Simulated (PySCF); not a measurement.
NSi, SMILES N#[Si], multiplicity 2. Atoms are numbered in the order given.

```xyz
2

Si     0.0000     0.0000    -0.5212
N      0.0000     0.0000     1.0425
```
Charge 0, spin multiplicity 2.

Coordinates come from a PBE0-D3(BJ)/def2-TZVPD optimisation.

All values below come from B3LYP/pcH-1 in PySCF.

Unrestricted Kohn–Sham, ⟨S²⟩ = 0.770. Hyperfine tensors hold the contact and dipolar terms, without spin-orbit corrections.

Computed hyperfine couplings:
```csv
nucleus,A(iso) (MHz),A(iso) (G),dipolar principal values (MHz)
29Si no. 1,136.7,48.8,"-150.1, 75.0, 75.0"
14N no. 2,62.9,22.4,"-32.1, -32.1, 64.2"
```
